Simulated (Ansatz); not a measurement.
Gas-phase reaction R1 → P1, each structure at its B3LYP-D3(BJ)/def2-TZVP stationary point, reached from a drawn start; harmonic modes at that level show minima.
R1, H2OSi (SMILES O=[SiH2]) (charge 0, multiplicity 1):
```xyz
4

Si    -0.0071     0.0334     0.0061
O     -0.3187     1.4965     0.2721
H      1.3198    -0.4676    -0.4196
H     -0.9940    -1.0623     0.1414
```
P1, H2OSi (SMILES O[SiH]) (charge 0, multiplicity 1, Z-matrix in Å and degrees):
```
O
H 1 0.9632
Si 1 1.6642 2 114.85
H 3 1.5291 1 94.52 2 180.00
```

P less R. No zero-point or thermal terms.

Frozen-core correlation throughout.

The values were computed with Ansatz (a program for electronic structure) with Gaussian orbitals. No computed number here is a measurement.

Total energies in hartree:

| structure | PBE/def2-TZVPP | B3LYP/def2-TZVPP | CCSD(T)/cc-pV(Q+d)Z |
|---|---|---|---|
| R1 | -365.717532 | -365.971869 | -365.410487 |
| P1 | -365.717982 | -365.973454 | -365.412217 |

Problem. Work out the reaction energy at each level in kcal/mol (1 hartree = 627.50947 kcal/mol), and say how far PBE/def2-TZVPP lies from CCSD(T)/cc-pV(Q+d)Z.

Solution. 
- PBE/def2-TZVPP: (-365.717982) − (-365.717532) = -0.000450 hartree = -0.28 kcal/mol
- B3LYP/def2-TZVPP: (-365.973454) − (-365.971869) = -0.001585 hartree = -0.99 kcal/mol
- CCSD(T)/cc-pV(Q+d)Z: (-365.412217) − (-365.410487) = -0.001730 hartree = -1.09 kcal/mol
PBE/def2-TZVPP less CCSD(T)/cc-pV(Q+d)Z: 0.81 kcal/mol. CCSD(T)/cc-pV(Q+d)Z is the level counted from, the highest shown, and no exact or measured value.
